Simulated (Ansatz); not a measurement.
Calculated with Ansatz (gas phase, PBE0-D4/def2-TZVP geometries, no zero-point term in ΔE). CCSD(T)/CBS adds triple-zeta CCSD(T) − MP2 to the extrapolated MP2 energy (def2 sets, frozen cores). Functionals use def2-TZVPP. Each species was taken in one conformer, which may not be the lowest.

Reaction (isomerisation): `C[Si](S)(Cl)C=O` → `C[SiH](Cl)OC=S`

`C[Si](S)(Cl)C=O`:

```xyz
11

C    -0.098   -0.845   -1.262
Si   -0.530    0.224    0.182
S    -0.453    2.317   -0.218
Cl   -2.442   -0.120    0.848
C     0.651   -0.139    1.651
O     1.710   -0.686    1.469
H     0.948   -0.689   -1.536
H    -0.731   -0.612   -2.119
H    -0.225   -1.898   -0.999
H     0.806    2.250   -0.689
H     0.363    0.198    2.674
```

`C[SiH](Cl)OC=S`:

```xyz
11

C    -1.030    0.552    1.506
Si   -0.069    0.675   -0.058
Cl   -1.302    0.959   -1.672
O     0.731   -0.776   -0.242
C     1.253   -1.320   -1.338
S     2.175   -2.635   -1.339
H    -1.566    1.484    1.697
H    -0.355    0.358    2.343
H    -1.755   -0.262    1.446
H     0.930    1.764   -0.081
H     0.988   -0.797   -2.262
```

```tsv
level	ΔE (kJ/mol)
PBE	-20.4
MP2/def2-QZVPP	-29.5
```

What does CCSD(T)/CBS give? (An estimate is asked.)

Computed: -25.2 kJ/mol. The listed levels differ from it by 4.8, -4.3 kJ/mol.

Largest T1 diagnostic among the species: 0.014.

The D4 term adds +5.4 kJ/mol with B3LYP and +2.9 kJ/mol with PBE0; it sums over pairs of atoms, weighted by their polarisabilities, and B3LYP, whose exchange is more repulsive, gets the larger term.

B3LYP here is the variant with VWN-RPA as its local correlation; programs differ in this.
